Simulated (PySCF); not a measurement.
A calculated (B3LYP, PySCF 2.14, x2c-QZVPPall, the spin-free X2C one-electron Hamiltonian (Gaussian nucleus)) atom or ion has these occupied shells.

| shell | electrons | orbital energy (eV) | rms radius, mean of both spins (bohr) |
| --- | --- | --- | --- |
| 1s α | 1 | -6485.4 | 0.0704 |
| 1s β | 1 | -6485.3 | 0.0704 |
| 2s α | 1 | -782.57 | 0.303 |
| 2s β | 1 | -780.39 | 0.303 |
| 2p α | 3 | -666.40 | 0.274 |
| 2p β | 3 | -664.59 | 0.274 |
| 3s α | 1 | -117.02 | 0.907 |
| 3s β | 1 | -111.50 | 0.907 |
| 3p α | 3 | -84.350 | 0.969 |
| 3p β | 3 | -78.605 | 0.969 |
| 3d α | 4 | -34.022 | 1.18 |
| 4s α | 1 | -23.140 | 2.62 |

Task: Name the element and its charge.

Result: Mn²⁺ (manganese, charge +2), in [Ar] 3d4 4s1, high-spin 6D determinant (an excited configuration).
